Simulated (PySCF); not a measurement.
## Radial density of As⁺ (arsenic, charge +1)

PBEsol, [Ar] 3d10 4s2 4p2, high-spin 3P determinant. Calculation: PySCF 2.14, in aug-cc-pVQZ-PP with one added diffuse shell each of s, p, d, f, g type with ECP10MDF (8s7p6d4f3g, 114 functions); scalar relativity through the core potential. This is the valence pseudo-density: the core potential removes the inner electrons and smooths the orbitals near the nucleus.

| r (bohr) | 4πr²ρ (e/bohr) | 4πr²(ρα − ρβ) |
| --- | --- | --- |
| 0.000936 | 2.962e-05 | 0.0000 |
| 0.00157 | 8.230e-05 | 0.0000 |
| 0.00265 | 0.0002230 | 0.0000 |
| 0.00446 | 0.0005794 | 0.0000 |
| 0.00749 | 0.001436 | 0.0000 |
| 0.0126 | 0.003261 | 0.0000 |
| 0.0212 | 0.006626 | 0.0000 |
| 0.0357 | 0.01329 | 0.0000 |
| 0.0600 | 0.05202 | -0.0001 |
| 0.101 | 0.4370 | -0.0006 |
| 0.170 | 3.103 | -0.0006 |
| 0.285 | 14.22 | 0.0498 |
| 0.480 | 30.53 | 0.1366 |
| 0.808 | 15.94 | -0.0027 |
| 1.36 | 3.819 | 0.6833 |
| 2.28 | 1.781 | 0.9394 |
| 3.84 | 0.2282 | 0.1760 |
| 6.46 | 0.002837 | 0.0026 |

Energies and moments cover only the electrons outside the core potential.

(1) Where is the radial spin density 4πr²(ρα − ρβ) most negative, and why is it negative at all?

Answers

(1) Around r = 0.808 bohr, down to -0.0027 e/bohr: exchange with the open shell polarises the paired shells in an unrestricted calculation.
